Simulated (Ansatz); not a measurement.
Ideal-gas functions of `[F][Ge][Cl]` at 600 K and 1 bar, from an Ansatz frequency run at PBE0-D4/def2-TZVP.

Molar mass 127.06 g/mol, point group Cs (symmetry number 1), electronic degeneracy 1, moments of inertia 40.028, 136.648, 176.675 u Å². Harmonic wavenumbers (cm⁻¹, unscaled): 207, 403, 675.

Use S(trans) = R[1.5 ln M + 2.5 ln T − 1.1517]; rotational temperatures θ = 24.2544 K / I; S(rot) = R[ln(√π/σ · √(T³/θAθBθC)) + 1.5]; for each mode x = 1.438777 ν̃/T, S = R[x/(eˣ − 1) − ln(1 − e⁻ˣ)] and H = RT x/(eˣ − 1); 1 cm⁻¹ = 0.0119627 kJ/mol; R = 8.31446 J/(mol·K).

By hand: the entropy, in J/(mol·K).

Translation 183.8. Rotation: θ = 0.6059, 0.1775, 0.1373 K, giving 114.5. Vibration, mode by mode: 14.22, 8.91, 5.16, in all 28.3. Electronic 0.0. Sum 326.6 J/(mol·K).

By hand: H − E and G − E in kJ/mol, counted from the electronic energy.

Zero-point energy ½ × 1285 × 0.0119627 = 7.7; thermal vibration 8.8; translation, rotation and pV give 4 RT = 20.0. H − E = 36.5 kJ/mol, and G − E = 36.5 − 600 × 326.6/1000 = -159.5 kJ/mol.

Vibration gives 9 % of the entropy.
